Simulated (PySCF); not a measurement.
# Magnetic susceptibility: [closo-1-(NH3)B7H6]-, charge -1

Geometry (Å), atoms numbered from 1 in this order:
```xyz
17

B    -0.364   -1.372    0.568
B    -0.529    0.024    1.434
B    -0.288    0.145   -0.287
B     1.439    0.378   -0.336
B     0.586    1.105    0.875
B     1.149   -0.586    1.165
B     0.852   -1.153   -0.525
H    -1.064   -2.362    0.672
H    -1.371    0.241    2.286
N    -1.503    0.769   -1.526
H    -1.361    0.221   -2.361
H    -1.286    1.745   -1.666
H    -2.421    0.634   -1.128
H     2.300    0.902   -1.017
H     0.708    2.259    1.242
H     1.950   -0.994    1.974
H     1.203   -1.954   -1.371
```

Total charge -1.

Theory: GIAO PBE0/def2-SVP magnetisability, rotational g tensor and spin-rotation constants, non-relativistic, gas phase (PySCF). Geometry: GFN2-xTB.

For an ion the centre-of-mass motion in the field is neglected.

(1) How diamagnetic is it, and how anisotropic?

(2) Split it along the inertial axes a, b, c into diamagnetic and paramagnetic parts about the centre of mass, with the quadrupole moment.

(3) And the rotational g tensor?

## Answers

(1) Isotropic -1694 × 10⁻³⁰ J/T², or -102.0 × 10⁻⁶ cm³/mol; principal values -2432, -1325, -1323 × 10⁻³⁰ J/T², anisotropy 1108 × 10⁻³⁰ J/T² (root of half the summed squared differences of the principal values). The susceptibility is in cgs units.

(2) 
```csv
axis,χ (10⁻⁶ cm³/mol),diamagnetic (10⁻⁶ cm³/mol),paramagnetic (10⁻⁶ cm³/mol),summed x² of all electrons (Å²),quadrupole Θ (D Å)
a,-146.5,-488.2,341.8,100.6,+23.21
b,-79.7,-671.0,591.2,57.5,-11.60
c,-79.7,-671.0,591.2,57.5,-11.60
```
Anisotropies 2χaa − χbb − χcc = -133.5 and 2χbb − χaa − χcc = +66.7 × 10⁻⁶ cm³/mol. Θ is traceless in Buckingham's convention.

(3) 
| axis | rotational constant (GHz) | g | nuclear part | electronic part |
| --- | --- | --- | --- | --- |
| a | 3.4643 | +0.0402 | 0.5964 | -0.5562 |
| b | 2.2081 | -0.0223 | 0.5910 | -0.6133 |
| c | 2.2081 | -0.0223 | 0.5910 | -0.6133 |

Prolate top; isotopes 11B, 1H, 14N; no vibrational averaging.
